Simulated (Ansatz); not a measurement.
Consider the cleavage of the B–Zn bond: `[BH2][Zn][F]` + `C=C=CN` → `BNC=C=C` + `[F][ZnH]`.

Isolated molecules relaxed with PBE0-D4/def2-TZVP in Ansatz; ΔE leaves out vibrations. CCSD(T)/CBS is the MP2 limit (def2-TZVPP, def2-QZVPP) plus CCSD(T) − MP2 in def2-TZVPP, frozen cores. Functionals use def2-TZVPP. For Zn outer-core shells are correlated without core-valence functions, which leaves a few kJ/mol of doubt a bond. Scalar relativity is left out up to krypton. Each species was taken in one conformer, which may not be the lowest.

CCSD(T)/CBS gives -167.0 kJ/mol.

Question: Another level gave -164.6 kJ/mol. Which?
A. r2SCAN0-D4/def2-TZVPP
B. revPBE/def2-TZVPP
C. PBE/def2-TZVPP
D. LDA (SPW92)/def2-TZVPP

Answer: C. PBE -164.6, r2SCAN0-D4 -171.4, LDA (SPW92) -183.0, revPBE -158.0 kJ/mol.

Largest T1 diagnostic among the species: 0.018.

The D4 term adds −3.3 kJ/mol with B3LYP and −1.8 kJ/mol with PBE0; it sums over pairs of atoms, weighted by their polarisabilities, and B3LYP, whose exchange is more repulsive, gets the larger term. From BLYP to BHLYP (50 % exact exchange), in def2-TZVPP and without D4, ΔE moves by −6.0 kJ/mol. Leaving LDA and LC-ωPBE aside and taking each functional with its dispersion term where it has one, the values, not all of them listed here, spread over 8.9 kJ/mol, from CAM-B3LYP-D4 to revPBE-D4. LDA lies −18.5 kJ/mol from PBE without D4.

B3LYP here is the variant with VWN-RPA as its local correlation; programs differ in this.
